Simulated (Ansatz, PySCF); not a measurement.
Process, species as SMILES: O (H2O) -> [OH-] + H+
Each molecule is optimised on its own at B3LYP-D3(BJ)/def2-TZVP (Ansatz, a quantum-chemistry and plane-wave program).

Property: gas-phase deprotonation energy (enthalpy at 298 K, with B3LYP-D3(BJ) rigid-rotor harmonic-oscillator terms from PySCF), in kcal/mol. Valence correlation only, unless marked. Spin-orbit coupling is left out. No relativistic terms. Anions need diffuse functions: aug- sets have them; def2-D sets add few; the other sets have none. Basis-set limits of correlation are two-point, X^-3; Hartree-Fock from the larger set.

```tsv
level	program	gas-phase deprotonation energy (kcal/mol)
B3LYP-D4/def2-TZVPD	Ansatz + dftd4	[?]
TPSSh-D3(BJ)/def2-TZVPD	PySCF + dftd3	390.3
CAM-B3LYP/def2-TZVPD	Ansatz	[?]
SCS-MP2/cc-pVQZ	Ansatz	404.8
CCSD(T)/CBS(aug-cc-pVTZ,aug-cc-pVQZ)	Ansatz	390.3
```

### Question
Complete the blanks.

### Answer

- B3LYP-D4/def2-TZVPD, gas-phase deprotonation energy (kcal/mol): 387.5
- CAM-B3LYP/def2-TZVPD, gas-phase deprotonation energy (kcal/mol): 386.9
